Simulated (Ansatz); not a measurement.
Relaxation of CH$_{6}$BFN (10 atoms, charge 0, multiplicity 2), to a largest force component of 0.03 eV/Å in at most 50 steps.

The calculation used Ansatz, UHF/6-31G*.

```xyz
10
Properties=species:S:1:pos:R:3:forces:R:3
B -0.044 -0.150 -0.101 -0.03 0.04 -0.05
H -0.069 -0.497 1.041 -0.02 -0.10 -0.13
C 1.341 0.071 -0.838 0.04 0.02 0.03
H 1.876 -0.874 -0.915 0.01 -0.01 0.00
H 1.249 0.481 -1.840 0.00 0.00 -0.02
H 1.985 0.733 -0.261 -0.02 0.00 -0.03
N -1.269 0.037 -0.739 0.01 0.01 0.04
H -2.144 -0.106 -0.287 0.00 0.01 -0.01
H -1.354 0.335 -1.686 -0.01 -0.01 -0.02
F -0.012 -0.029 3.115 0.00 0.05 0.20
```

Question: Where does it end, and by what steps?

Answer: The forces met the threshold. After 6 steps the energy has fallen by 0.048 eV; F10 moved furthest, 0.47 Å.

```csv
step,energy less start (eV),largest force component (eV/Å),accepted
0,0.0000,0.199,yes
1,-0.0147,0.147,yes
2,-0.0364,0.216,yes
3,-0.0399,0.184,yes
4,-0.0454,0.106,yes
5,-0.0470,0.060,yes
6,-0.0476,0.017,yes
```

```xyz
10
Properties=species:S:1:pos:R:3
B -0.042 -0.237 -0.173
H -0.071 -0.726 0.921
C 1.344 0.058 -0.885
H 1.936 -0.852 -0.965
H 1.246 0.480 -1.883
H 1.936 0.750 -0.289
N -1.266 0.056 -0.774
H -2.143 -0.120 -0.337
H -1.348 0.459 -1.681
F -0.032 0.131 3.555
```

Time of the run: 41 s on 1 thread of Arm Neoverse N1, on a shared host, peak memory 0.17 GiB.
